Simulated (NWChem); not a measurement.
## Basis-set convergence for H$_{5}$NSi$_{2}$

```xyz
8

Si     0.4168    -1.0405     0.0000
N     -1.3157    -1.1798     0.0000
H     -1.7696    -2.0999     0.0000
H     -2.0099    -0.4237     0.0000
Si     0.4178     1.3913     0.0000
H     -0.9764     1.9912     0.0000
H      1.1407     1.9396    -1.2096
H      1.1407     1.9396     1.2096
```
Charge 0, spin multiplicity 1.

Program: NWChem. Structure: optimised with PBE/def2-SVP, a minimum by its harmonic frequencies. It is one conformer; others weren't searched.

Quantity: vertical ionisation energy at the level ΔB3LYP (Δ: difference of total energies, the cation a doublet at the parent's geometry with its hole in an orbital of symmetry a' (Cs labels); it is the state that the SCF runs reached, from PBE0 orbitals for Hartree-Fock references, and need not be the lowest).

B3LYP has NWChem's definition, with VWN1-RPA local correlation. The Pople sets run with spherical d functions. The structure started from a generated list of species. No SCF solution was tested for a lower state.

Relative cost: rough, from shared machines, SCF included, STO-3G = 1.

In def2-TZVPP the value is 8.14 eV. Among STO-3G, 6-31G*, cc-pVDZ, def2-SVPD, 6-311++G**, aug-pcseg-1, def2-TZVP, pcseg-2, cc-pVTZ, which is the smallest basis within 0.1 eV of it?

6-31G*, with 60 functions against 185 and about 30 % of the time (also within reach: cc-pVDZ, def2-SVPD, 6-311++G**, aug-pcseg-1, def2-TZVP, pcseg-2, cc-pVTZ). def2-TZVPP isn't the basis-set limit itself, and a small set can land close by cancellation.

```
basis        functions  vertical ionisation energy (eV)  relative cost
-----------  ---------  -------------------------------  -------------
STO-3G              28                             5.56              1
6-31G*              60                             8.09        under 3
cc-pVDZ             75                             8.10              4
def2-SVPD          108                             8.17              4
6-311++G**         117                             8.21              4
aug-pcseg-1        122                             8.20              6
def2-TZVP          135                             8.14              5
pcseg-2            168                             8.17              8
cc-pVTZ            168                             8.14             10
def2-TZVPP         185                             8.14              9
```
